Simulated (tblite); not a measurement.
A geometry optimisation, step by step.

Species: C3H14Si3.
Numbering: `[CH3:1][CH2:2][SiH2:3][Si@H:4]([CH3:5])[SiH3:6]` (hydrogens: H7, H8, H9 on C1; H10, H11 on C2; H12, H13 on Si3; H14 on Si4; H15, H16, H17 on C5; H18, H19, H20 on Si6)

Computed with GFN2-xTB (tblite), gas phase: L-BFGS steps from a force-field or distance-geometry start until the largest atomic force falls under 0.01 eV/Å. 9 of its 190 geometries are shown.

Step 0: E = -508.5018 eV, largest atomic force 1.725 eV/Å
```
atom  x, y, z in Å  |  force x, y, z in eV/Å
C1     -2.455   -0.164    0.910   -0.581  -0.100   1.397
C2     -2.186   -0.919   -0.366   -1.428  -0.798  -0.548
Si3    -0.367   -1.080   -0.749   -0.114  -0.706  -0.969
Si4     0.816    0.711   -0.145   -0.262   0.784   0.513
C5      1.835    1.227   -1.611    0.550   0.603  -1.350
Si6     2.119    0.149    1.599    0.566   0.380   0.649
H7     -3.120    0.717    0.746    0.777  -0.604   0.275
H8     -1.498    0.112    1.387   -0.720   0.272  -0.026
H9     -2.979   -0.852    1.623    0.337   0.786  -0.381
H10    -2.602   -1.958   -0.246    0.191   0.901  -0.397
H11    -2.770   -0.419   -1.165    0.456  -0.542   0.159
H12     0.133   -2.277   -0.071    0.014  -0.188  -0.068
H13    -0.248   -1.193   -2.208   -0.028  -0.360  -0.069
H14    -0.042    1.834    0.234   -0.113   0.304  -0.054
H15     2.476    0.386   -1.956   -0.368   0.693   0.167
H16     2.484    2.099   -1.374   -0.385  -0.646  -0.331
H17     1.163    1.514   -2.462    0.773  -0.204   0.657
H18     1.440   -0.940    2.308    0.265   0.028   0.162
H19     3.416   -0.239    1.049    0.104  -0.201   0.231
H20     2.382    1.303    2.491   -0.037  -0.403  -0.015
```

Step 24: E = -508.9801 eV, largest atomic force 0.113 eV/Å
```
atom  x, y, z in Å  |  force x, y, z in eV/Å
C1     -2.514   -0.215    0.956   -0.028  -0.004   0.066
C2     -2.269   -0.944   -0.370   -0.040  -0.004   0.005
Si3    -0.431   -1.111   -0.845    0.093  -0.009  -0.063
Si4     0.838    0.724   -0.164   -0.071   0.041  -0.078
C5      1.883    1.287   -1.661    0.015   0.007  -0.005
Si6     2.195    0.212    1.652    0.021   0.047   0.008
H7     -3.101    0.690    0.808    0.011  -0.007  -0.026
H8     -1.587    0.078    1.446    0.017  -0.020  -0.008
H9     -3.058   -0.846    1.653   -0.037  -0.027   0.018
H10    -2.703   -1.942   -0.324   -0.027  -0.017   0.022
H11    -2.806   -0.435   -1.170    0.003   0.053  -0.017
H12     0.101   -2.315   -0.177   -0.038   0.001  -0.004
H13    -0.407   -1.436   -2.284    0.007   0.026   0.052
H14    -0.005    1.911    0.133    0.031  -0.065   0.011
H15     2.533    0.486   -2.007   -0.009   0.043   0.014
H16     2.510    2.141   -1.415   -0.010  -0.036  -0.019
H17     1.248    1.576   -2.496    0.051  -0.012   0.040
H18     1.591   -0.874    2.430    0.007  -0.007   0.012
H19     3.511   -0.259    1.217    0.037  -0.029   0.002
H20     2.467    1.284    2.615   -0.034   0.020  -0.030
```

Step 47: E = -508.9976 eV, largest atomic force 0.078 eV/Å
```
atom  x, y, z in Å  |  force x, y, z in eV/Å
C1     -2.539   -0.269    0.997    0.029  -0.033  -0.016
C2     -2.304   -0.917   -0.376    0.034   0.004  -0.006
Si3    -0.465   -1.132   -0.860    0.002   0.012   0.024
Si4     0.849    0.681   -0.203   -0.033  -0.052   0.004
C5      1.929    1.279   -1.657    0.020   0.015  -0.018
Si6     2.225    0.244    1.621   -0.014   0.038  -0.012
H7     -3.038    0.695    0.900    0.062  -0.044  -0.018
H8     -1.604   -0.105    1.532   -0.019  -0.003   0.014
H9     -3.167   -0.901    1.623    0.004   0.023  -0.019
H10    -2.773   -1.903   -0.391   -0.020   0.055  -0.049
H11    -2.806   -0.330   -1.147   -0.024  -0.033   0.037
H12     0.007   -2.360   -0.192   -0.001   0.030  -0.006
H13    -0.436   -1.446   -2.300   -0.024   0.013   0.034
H14    -0.004    1.854    0.108    0.005  -0.015   0.000
H15     2.611    0.507   -2.000   -0.005  -0.054   0.011
H16     2.532    2.134   -1.366    0.021   0.041   0.006
H17     1.328    1.583   -2.509   -0.030  -0.005  -0.016
H18     1.647   -0.804    2.469    0.003   0.005   0.012
H19     3.573   -0.210    1.268   -0.007  -0.019  -0.035
H20     2.429    1.410    2.482   -0.002   0.020   0.052
```

Step 71: E = -509.0723 eV, largest atomic force 0.167 eV/Å
```
atom  x, y, z in Å  |  force x, y, z in eV/Å
C1     -2.490   -0.497    1.058   -0.014  -0.006   0.051
C2     -2.331   -0.819   -0.424   -0.046   0.042   0.047
Si3    -0.508   -1.111   -0.904   -0.100  -0.031   0.038
Si4     0.801    0.683   -0.213    0.072   0.026  -0.106
C5      1.973    1.187   -1.646   -0.004   0.000  -0.008
Si6     2.192    0.448    1.632    0.043   0.013   0.060
H7     -2.353    0.567    1.248    0.043  -0.060  -0.002
H8     -1.762   -1.043    1.654    0.010  -0.034   0.066
H9     -3.480   -0.783    1.406   -0.052   0.104   0.048
H10    -2.937   -1.696   -0.650    0.103  -0.108  -0.074
H11    -2.759   -0.008   -1.008   -0.034   0.076  -0.084
H12    -0.136   -2.360   -0.220    0.066  -0.029  -0.008
H13    -0.508   -1.420   -2.341    0.039   0.004  -0.047
H14    -0.104    1.835    0.023    0.054   0.053  -0.052
H15     2.662    0.379   -1.885   -0.026  -0.024   0.051
H16     2.579    2.050   -1.381   -0.030   0.013   0.032
H17     1.448    1.433   -2.564   -0.089   0.007   0.029
H18     1.748   -0.523    2.635   -0.062  -0.029  -0.031
H19     3.518    0.005    1.197    0.067  -0.055  -0.005
H20     2.442    1.682    2.382   -0.041   0.038  -0.004
```

Step 94: E = -509.1398 eV, largest atomic force 0.017 eV/Å
```
atom  x, y, z in Å  |  force x, y, z in eV/Å
C1     -2.489   -0.556    1.091   -0.004   0.003   0.011
C2     -2.318   -0.837   -0.395    0.001   0.005   0.006
Si3    -0.490   -1.075   -0.884    0.002   0.009   0.000
Si4     0.830    0.730   -0.229    0.001   0.016  -0.001
C5      1.957    1.186   -1.701    0.007   0.000  -0.004
Si6     2.176    0.468    1.650   -0.004  -0.006  -0.008
H7     -1.971    0.359    1.373    0.003  -0.010   0.006
H8     -2.082   -1.373    1.684    0.003   0.006   0.003
H9     -3.541   -0.443    1.352    0.008  -0.003  -0.006
H10    -2.893   -1.728   -0.656    0.010   0.008  -0.002
H11    -2.752   -0.014   -0.966    0.003   0.004   0.005
H12    -0.039   -2.328   -0.253    0.000  -0.003  -0.008
H13    -0.482   -1.330   -2.335    0.001  -0.017   0.004
H14    -0.013    1.936   -0.034   -0.014  -0.010   0.001
H15     2.640    0.373   -1.930    0.004  -0.001  -0.014
H16     2.558    2.066   -1.490    0.001   0.004   0.006
H17     1.381    1.392   -2.598    0.006  -0.004  -0.004
H18     1.611   -0.497    2.598   -0.011   0.004   0.002
H19     3.517   -0.025    1.314   -0.005  -0.008  -0.007
H20     2.394    1.705    2.406   -0.010   0.002   0.010
```

Step 118: E = -509.1433 eV, largest atomic force 0.021 eV/Å
```
atom  x, y, z in Å  |  force x, y, z in eV/Å
C1     -2.447   -0.577    1.119    0.000   0.002  -0.012
C2     -2.294   -0.814   -0.377   -0.002   0.011  -0.003
Si3    -0.478   -1.089   -0.891   -0.009  -0.001  -0.001
Si4     0.826    0.740   -0.271   -0.020  -0.003   0.006
C5      1.974    1.205   -1.723   -0.002  -0.004   0.001
Si6     2.119    0.471    1.642   -0.010  -0.003  -0.009
H7     -1.890    0.306    1.430    0.004  -0.010   0.004
H8     -2.074   -1.430    1.682    0.010   0.001   0.007
H9     -3.493   -0.428    1.386    0.000  -0.001   0.005
H10    -2.902   -1.673   -0.664    0.008  -0.004   0.002
H11    -2.700    0.044   -0.916   -0.014   0.010  -0.003
H12    -0.032   -2.329   -0.234    0.011  -0.005   0.003
H13    -0.494   -1.396   -2.331    0.001   0.006  -0.005
H14    -0.048    1.928   -0.100    0.010   0.001  -0.001
H15     2.659    0.392   -1.949    0.012   0.003  -0.007
H16     2.570    2.083   -1.494    0.004  -0.003  -0.005
H17     1.412    1.418   -2.628   -0.001   0.000  -0.002
H18     1.490   -0.482    2.562    0.007   0.007   0.015
H19     3.453   -0.059    1.342   -0.004   0.000   0.005
H20     2.343    1.699    2.412   -0.006  -0.006  -0.001
```

Step 142: E = -509.1450 eV, largest atomic force 0.042 eV/Å
```
atom  x, y, z in Å  |  force x, y, z in eV/Å
C1     -2.401   -0.602    1.139   -0.016   0.002  -0.018
C2     -2.290   -0.798   -0.367   -0.009   0.001  -0.012
Si3    -0.489   -1.078   -0.923   -0.011  -0.007   0.002
Si4     0.815    0.745   -0.291    0.029  -0.025  -0.018
C5      1.992    1.191   -1.728   -0.002  -0.002  -0.008
Si6     2.064    0.477    1.649    0.016   0.013   0.010
H7     -1.823    0.265    1.457   -0.004  -0.010   0.014
H8     -2.023   -1.476    1.665    0.008   0.002   0.016
H9     -3.437   -0.448    1.439    0.008  -0.001   0.003
H10    -2.912   -1.645   -0.665   -0.002   0.013   0.015
H11    -2.701    0.079   -0.871   -0.004  -0.012  -0.002
H12    -0.037   -2.326   -0.282    0.009   0.007  -0.011
H13    -0.532   -1.374   -2.364    0.004   0.009  -0.008
H14    -0.045    1.944   -0.138   -0.011   0.010  -0.007
H15     2.681    0.377   -1.937   -0.009   0.000   0.008
H16     2.587    2.072   -1.505   -0.014  -0.008   0.012
H17     1.440    1.393   -2.642    0.010   0.002  -0.007
H18     1.419   -0.440    2.595   -0.001   0.014  -0.013
H19     3.398   -0.073    1.386   -0.004  -0.007   0.002
H20     2.289    1.728    2.381    0.002   0.000   0.022
```

Step 165: E = -509.1506 eV, largest atomic force 0.038 eV/Å
```
atom  x, y, z in Å  |  force x, y, z in eV/Å
C1     -2.271   -0.689    1.210    0.021   0.004  -0.011
C2     -2.290   -0.782   -0.310    0.018  -0.003   0.003
Si3    -0.543   -1.021   -1.037   -0.001   0.007   0.012
Si4     0.805    0.751   -0.354    0.011  -0.004   0.008
C5      2.069    1.116   -1.738   -0.004  -0.002   0.005
Si6     1.921    0.556    1.678    0.013   0.019   0.007
H7     -1.660    0.152    1.535   -0.001   0.011   0.016
H8     -1.855   -1.595    1.646   -0.003  -0.011   0.000
H9     -3.275   -0.551    1.609   -0.015  -0.009  -0.002
H10    -2.943   -1.602   -0.610    0.002  -0.004   0.004
H11    -2.732    0.130   -0.714   -0.013  -0.005  -0.008
H12    -0.049   -2.331   -0.580   -0.001   0.003   0.010
H13    -0.701   -1.155   -2.494   -0.014  -0.007  -0.017
H14    -0.033    1.973   -0.294   -0.007   0.034  -0.005
H15     2.763    0.289   -1.866   -0.002  -0.005   0.004
H16     2.656    2.004   -1.522   -0.001  -0.002   0.004
H17     1.573    1.275   -2.691    0.015   0.005  -0.008
H18     1.150   -0.243    2.636    0.002  -0.005  -0.002
H19     3.226   -0.101    1.546   -0.012   0.001   0.000
H20     2.185    1.836    2.348   -0.006  -0.030  -0.023
```

Step 189: E = -509.1542 eV, largest atomic force 0.010 eV/Å
```
atom  x, y, z in Å  |  force x, y, z in eV/Å
C1     -2.220   -0.726    1.247    0.002  -0.001  -0.003
C2     -2.299   -0.798   -0.272    0.001   0.001   0.000
Si3    -0.583   -0.952   -1.087   -0.002   0.004   0.001
Si4     0.786    0.802   -0.398   -0.002  -0.004   0.005
C5      2.130    1.080   -1.725    0.001   0.001  -0.002
Si6     1.841    0.581    1.665   -0.003   0.005  -0.008
H7     -1.655    0.149    1.564    0.002   0.003   0.001
H8     -1.727   -1.610    1.647    0.002  -0.001   0.003
H9     -3.214   -0.665    1.690   -0.005  -0.003  -0.002
H10    -2.923   -1.648   -0.555   -0.002  -0.001   0.001
H11    -2.808    0.093   -0.644   -0.002   0.001   0.002
H12    -0.039   -2.265   -0.702    0.003  -0.002   0.001
H13    -0.821   -1.042   -2.538    0.005   0.001  -0.002
H14     0.002    2.062   -0.397    0.000   0.001   0.002
H15     2.797    0.225   -1.790    0.000  -0.006   0.000
H16     2.738    1.951   -1.499    0.003   0.001  -0.001
H17     1.696    1.230   -2.709   -0.002   0.004  -0.004
H18     1.022   -0.170    2.620   -0.005  -0.003   0.005
H19     3.114   -0.140    1.560    0.005  -0.003   0.002
H20     2.157    1.854    2.321    0.001   0.001  -0.001
```

Q: Summarise the path.

A: The energy falls by 15.05 kcal/mol from step 0 to step 189; nine tenths of that is first reached at step 73. It rises by more than 0.2 meV at steps 55, 69 and 78. The largest force goes from 1.725 to 0.010 eV/Å. Among the bonds Si3–Si4 changes most, from 2.229 to 2.329 Å; the atoms move by 0.773 Å rms after alignment.

What follows is the cost of the whole relaxation. On one thread of an Arm Neoverse N1, shared host with 64 logical CPUs at a one-minute load of 59, this took 2.9 s.
